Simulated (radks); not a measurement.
Species: Pd4+. Configuration: [Kr] 4d6. Calculated with a radial shooting solver on a logarithmic mesh with Libxc functionals: scalar-relativistic Kohn-Sham, r2SCAN, spin-unpolarised, spherical densities, finite nucleus; meta-GGA in the generalised Kohn-Sham scheme; Fermi nuclear charge, rms radius 4.5318 fm.

Local quantities along the radius. ELF = 1/(1 + alpha^2) is the electron localisation function; alpha = (tau - tau_W)/tau_unif compares the Pauli kinetic energy density with that of the uniform gas. tau is taken from the large components.

r (bohr)	ELF	alpha
0.001237	1.000	0.02241
0.001611	0.999	0.02253
0.002097	0.999	0.02318
0.002731	0.999	0.02452
0.003528	0.999	0.02671
0.004593	0.999	0.03033
0.005981	0.999	0.03612
0.007788	0.998	0.04565
0.01006	0.996	0.06148
0.0131	0.992	0.09145
0.01706	0.977	0.1519
0.02221	0.925	0.2846
0.02892	0.746	0.5842
0.03736	0.446	1.115
0.04865	0.311	1.488
0.06335	0.452	1.100
0.08249	0.695	0.6618
0.1066	0.761	0.5609
0.1387	0.573	0.8637
0.1807	0.303	1.517
0.2352	0.463	1.077
0.3039	0.737	0.5973
0.3957	0.742	0.5895
0.5152	0.348	1.369
0.6709	0.227	1.847
0.8667	0.686	0.6772
1.128	0.751	0.5758
1.469	0.534	0.9338
1.913	0.187	2.088
2.472	0.030	5.642
3.218	0.002	21.54
4.191	0.000	142.8

On this mesh the ELF has minima near r = 0.049, 0.18, 0.59 bohr, which separate the shells, and maxima near 0.11 (0.76), 0.35 (0.78), 0.99 (0.77).
